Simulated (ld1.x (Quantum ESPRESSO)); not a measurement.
Scattering properties, TM semilocal potential for Pm (Z = 61)

Pm, norm-conserving Troullier–Martins (semilocal form), made with ld1.x (Quantum ESPRESSO) 7.5 (PBE, scalar-relativistic). Core [Kr] 4d10 5s2, reference 4f5 5p6 5d0 6s0.5 6p0 (charge +1.5). Waves: 6s (bound): rc 2.75 bohr; 5p (bound): rc 3.60 bohr; 4f (bound): rc 0.90 bohr; 5d (bound, empty): rc 3.25 bohr. Local part: the d channel. Core correction: Bessel-smoothed model core inside 0.65 bohr.

The phase is arctan(r·u′/u) with u = r·R(r), unwrapped; energies in Ry, scanned from -4 to 5 Ry. A pole is an energy at which the radial function vanishes at the test radius. The pseudo phase is shifted by a multiple of π to meet the all-electron one at the reference energy, and phase errors are pseudo minus all-electron; the curves can meet again beyond the range given. Levels narrower than the energy grid can be missing from the lists of poles.

```json
{"channel": "s", "radius (bohr)": "3.89", "reference energy (Ry)": "-0.80", "poles, all-electron": "-3.76, 0.10, 4.32", "poles, pseudo": "-0.06, 1.10", "unbroken range about the reference energy with phases within 0.05 rad": "-3.7 to 0.0", "phase error 1 Ry above the reference energy (rad)": "-0.117"}
{"channel": "p", "radius (bohr)": "3.89", "reference energy (Ry)": "-2.36", "poles, all-electron": "-2.34, 0.88", "poles, pseudo": "-2.34, 0.68, 4.41", "unbroken range about the reference energy with phases within 0.05 rad": "below -0.7", "phase error 1 Ry above the reference energy (rad)": "-0.000"}
{"channel": "d", "radius (bohr)": "3.89", "reference energy (Ry)": "-0.76", "poles, all-electron": "-0.52, 2.35", "poles, pseudo": "-0.52, 2.35", "unbroken range about the reference energy with phases within 0.05 rad": "below 4.0", "phase error 1 Ry above the reference energy (rad)": "+0.006"}
{"channel": "f", "radius (bohr)": "3.89", "reference energy (Ry)": "-0.85", "poles, all-electron": "-0.84, 1.32, 4.58", "poles, pseudo": "-0.84, 1.32, 4.62", "unbroken range about the reference energy with phases within 0.05 rad": "below 2.6", "phase error 1 Ry above the reference energy (rad)": "+0.002"}
```

Phases in the s channel:

| E (Ry) | all-electron | pseudo |
| --- | --- | --- |
| -4.00 | 1.414 | -1.723 |
| -3.52 | -1.732 | -1.738 |
| -3.04 | -1.755 | -1.758 |
| -2.56 | -1.785 | -1.789 |
| -2.08 | -1.835 | -1.840 |
| -1.60 | -1.943 | -1.949 |
| -1.12 | -2.378 | -2.388 |
| -0.64 | -4.242 | -4.247 |
| -0.16 | -4.637 | -4.669 |
| 0.32 | -4.759 | -4.997 |
| 0.80 | -4.850 | -7.753 |
| 1.28 | -4.985 | -7.891 |
| 1.76 | -5.451 | -7.972 |
| 2.24 | -7.225 | -8.090 |
| 2.72 | -7.634 | -8.498 |
| 3.20 | -7.748 | -10.387 |
| 3.68 | -7.805 | -10.797 |
| 4.16 | -7.843 | -10.905 |
| 4.64 | -7.875 | -10.961 |
